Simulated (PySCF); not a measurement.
Bonding in `C=C1[SiH2][Si@@H](P)C1=C`

Compound: C4H9PSi2.
SMILES with atom numbers: `[CH2:1]=[C:2]1[SiH2:3][Si@@H:4]([PH2:5])[C:6]1=[CH2:7]` (hydrogens: H8, H9 on C1; H10, H11 on Si3; H12 on Si4; H13, H14 on P5; H15, H16 on C7)

Cartesian coordinates in Å at the GFN2-xTB level; atoms count from 1:
```
atom  x, y, z in Å
C1    -2.1599   -1.3267   -0.3760
C2    -0.9374   -0.8504   -0.1686
Si3    0.7608   -1.7043   -0.3250
Si4    1.2693    0.3366    0.7311
P5     2.4501    2.0618   -0.0933
C6    -0.6025    0.4902    0.3556
C7    -1.4128    1.5390    0.4312
H8    -2.3201   -2.3267   -0.7440
H9    -3.0509   -0.7468   -0.1847
H10    1.1573   -1.9569   -1.7171
H11    0.8310   -2.9838    0.3875
H12    1.5541    0.3755    2.1803
H13    2.3033    1.7065   -1.4227
H14    3.6615    1.4022    0.0088
H15   -2.4455    1.5060    0.1148
H16   -1.0658    2.4867    0.8105
```

Bond orders from the PBE0/pcSseg-1 density (PySCF). Isolated species at its GFN2-xTB geometry (one conformer only).

How far do the computed orders between heavy atoms stray from the drawn ones?

The largest departure is 0.158, at Si4–C6 (drawn single, 0.842). Drawn single, order below 0.88: C2–Si3 (0.867), Si3–Si4 (0.873) and Si4–C6 (0.842).

Give the Mayer order of every bond, beside its length.

```
   bond  drawn as  length (Å)  Mayer order
  C1–C2    double       1.328        1.955
 C2–Si3    single       1.907        0.867
Si3–Si4    single       2.354        0.873
 Si4–P5    single       2.247        1.006
 Si4–C6    single       1.915        0.842
  C6–C7    double       1.327        1.952
  C6–C2    single       1.478        1.052
  C1–H8    single       1.078        0.937
  C1–H9    single       1.080        0.934
Si3–H10    single       1.469        0.936
Si3–H11    single       1.466        0.927
Si4–H12    single       1.477        0.927
 P5–H13    single       1.384        0.927
 P5–H14    single       1.383        0.930
 C7–H15    single       1.081        0.934
 C7–H16    single       1.078        0.934
```

Bonds between the same two heavy elements. C–C: lowest C6–C2 (1.052, 1.478 Å), highest C1–C2 and C6–C7 (1.955, 1.328 Å). C–Si: lowest Si4–C6 (0.842, 1.915 Å), highest C2–Si3 (0.867, 1.907 Å). Bonds named together lie within 0.004.

Sum the orders of all bonds at each heavy atom with more than one neighbour and set the sums beside the valence in the SMILES.

C1 3.826 (drawn 4), C2 3.874 (drawn 4), Si3 3.603 (drawn 4), Si4 3.648 (drawn 4), P5 2.863 (drawn 3), C6 3.846 (drawn 4), C7 3.820 (drawn 4). Orders between atoms that aren't bonded are not in these sums.

Mayer orders depend on the basis set.
